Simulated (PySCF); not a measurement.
Al(OH)(OMe)(SiH3) (CH₇AlO₂Si), SMILES [SiH3][Al]([O]C)[OH]. Atoms are numbered in the order given.

```xyz
12

Al     0.2461    -0.1077     0.2025
O      1.5208    -0.7081     1.1882
H      2.0716    -1.4830     0.9980
O     -0.2247    -0.8244    -1.2798
C      0.0999    -1.8931    -2.1215
H      0.3912    -1.5256    -3.1320
H      0.9431    -2.5176    -1.7400
H     -0.7758    -2.5679    -2.2586
Si    -0.9419     1.8693     0.9664
H     -1.5434     1.6475     2.3315
H     -2.0558     2.2441     0.0241
H     -0.0114     3.0513     1.0765
```
Charge 0, spin multiplicity 1.

Coordinates come from a PBE-D3(BJ)/def2-SVP optimisation. Other conformers were not sampled.

These are PBE-D3(BJ)/def2-SVP (PySCF 2.14.0) values and carry that method's errors.

Frequencies are harmonic and unscaled.

A small imaginary wavenumber (i) marks a very flat motion, where grid noise or a shallow saddle decides the sign.

Q: Give all harmonic wavenumbers and intensities. (The exact figures need the calculation; the answer reports its results.)

A: 
| mode | ν (cm⁻¹) | IR (km/mol) | moving atoms (share of kinetic energy) |
|---|---|---|---|
| 1 | 23i | 0.0 | H 95 % |
| 2 | 65 | 0.1 | H 91 % |
| 3 | 76 | 1.7 | C 31 %, H 25 %, O 19 %, Al 12 %, Si 11 % |
| 4 | 90 | 0.5 | O 42 %, H 30 %, C 16 %, Al 8 % |
| 5 | 120 | 2.5 | O 51 %, H 17 %, C 12 %, Si 12 %, Al 8 % |
| 6 | 197 | 8.8 | Al 50 %, O 27 %, H 22 % |
| 7 | 228 | 38.8 | O 50 %, Si 26 %, H 15 % |
| 8 | 319 | 143.8 | H 81 %, O 15 % |
| 9 | 380 | 30.9 | Si 34 %, Al 27 %, O 23 %, H 14 % |
| 10 | 450 | 3.1 | H 82 %, Si 10 % |
| 11 | 455 | 8.9 | H 84 %, Si 12 % |
| 12 | 530 | 121.8 | H 68 %, O 30 % |
| 13 | 685 | 124.7 | Al 46 %, O 20 %, C 18 %, H 15 % |
| 14 | 821 | 207.6 | H 81 % |
| 15 | 858 | 40.5 | O 41 %, Al 39 %, H 17 % |
| 16 | 904 | 43.2 | H 96 % |
| 17 | 904 | 31.2 | H 98 % |
| 18 | 1138 | 39.5 | H 69 %, C 22 %, O 9 % |
| 19 | 1145 | 0.1 | H 76 %, C 19 % |
| 20 | 1210 | 343.5 | O 55 %, C 33 %, H 8 % |
| 21 | 1419 | 1.0 | H 97 % |
| 22 | 1425 | 1.6 | H 95 % |
| 23 | 1432 | 29.3 | H 89 %, C 9 % |
| 24 | 2141 | 51.4 | H 99 % |
| 25 | 2151 | 75.5 | H 96 % |
| 26 | 2161 | 77.1 | H 96 % |
| 27 | 2901 | 130.6 | H 97 % |
| 28 | 2973 | 55.9 | H 91 %, C 9 % |
| 29 | 2991 | 38.5 | H 90 %, C 10 % |
| 30 | 3814 | 52.7 | H 94 % |
